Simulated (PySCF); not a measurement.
## Spinor energies of Ni¹¹⁺ (nickel, charge +11)

Start: [Ne] 3s2 3p5; 3p1/2 filled at m_j = -1/2, +1/2; 3p3/2 filled at m_j = -1/2, +1/2, +3/2. Calculated with PySCF 2.14 in an uncontracted even-tempered set (20 s from 0.76 bohr⁻², ratio 2.4; 14 p from 0.98 bohr⁻², ratio 2.4; 5 d from 5.8 bohr⁻², ratio 2.6; 4 f from 8.8 bohr⁻², ratio 2.6): generalised Hartree-Fock with the X2C-1e Hamiltonian and a Gaussian nucleus; one run each with spin-orbit coupling (SO) switched off, then screened by Boettger's factors.

```tsv
spinor shell	electrons	ε, spin-free (eV)	ε, screened SO (eV)	weight of nominal j (screened SO)	rms radius, screened SO (bohr)
1s1/2	2	-8717.3	-8717.0	1.000	0.0624
2s1/2	2	-1367.1	-1367.0	1.000	0.263
2p1/2	2	-1216.1	-1228.8	0.999	0.234
3s1/2	2	-402.03	-401.98	1.000	0.704
3p1/2	2	-353.52	-355.84	0.875	0.709
3p3/2	3	-353.52	-352.29	0.917	0.714
```

Q: Where does 2p3/2 lie, and what is the 2p spin-orbit splitting (screened SO)?

A: At -1209.8 eV, 18.943 eV above 2p1/2.

```tsv
quantity	spin-free	screened SO
E (hartree)	-1470.67654	-1470.74813
M_J	3/2	3/2
⟨J²⟩	3.752	3.752
⟨L²⟩	2.002	2.002
⟨S²⟩	0.751	0.751
```

Each row is a mean over spinors that exchange with the open shell spreads, by up to 8.258 eV (3s1/2).

Rows whose weight is well below 1 are mixtures of j = l ± 1/2: exchange outweighs spin-orbit coupling there, and the label is only the starting occupation.

Without spin-orbit coupling the j labels of p, d and f shells carry no meaning; the spin-free column gives the mean over the occupied spinors of each nl shell.
